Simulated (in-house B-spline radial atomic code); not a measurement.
Configurations of neutral molybdenum, with energies counted from [Kr] (4d3/2)4 (4d5/2)1 5s1. Method: Dirac-Hartree-Fock, average of each configuration as written, Fermi nucleus of rms radius 4.4091 fm. Calculated with a B-spline radial code for spherical atoms. Energies include first-order Breit, QED and recoil terms.

Occupations are held fixed; configurations that lie above the ionisation limit could autoionise.

```tsv
configuration	E - E(ref) (eV)	highest orbital	its <r> (bohr)
[Kr] (4d3/2)4 (4f5/2)1 5s1	5.0627	4f5/2	17.92
[Kr] (4d3/2)3 (4d5/2)2 (5f5/2)1	5.5567	5f5/2	31.44
[Kr] (4d3/2)1 (4d5/2)3 5s1 (6g9/2)1	6.7564	6g9/2	44
[Ar] 3d10 4s2 (4p1/2)2 (4p3/2)3 (4d3/2)3 (4d5/2)2 5s1 (6p1/2)1	42.332	6p1/2	12.76
[Ar] 3d10 4s2 (4p1/2)2 (4p3/2)3 (4d3/2)3 (4d5/2)2 5s1 (5f5/2)1	43.312	5f5/2	31.39
```

Problem. Order these further configurations by energy, lowest first.
A. [Kr] (4d3/2)2 (4d5/2)3 5s1
B. [Kr] (4d3/2)2 (4d5/2)2 5s1 (6p1/2)1
C. [Kr] (4d5/2)4 5s1 (5f5/2)1
D. [Kr] (4d3/2)1 (4d5/2)4 5s1
E. [Kr] (4d3/2)2 (4d5/2)2 5s1 (5g9/2)1

Solution. A (0.77334 eV), D (0.81954 eV), B (5.4679 eV), E (6.4303 eV), C (6.5015 eV).
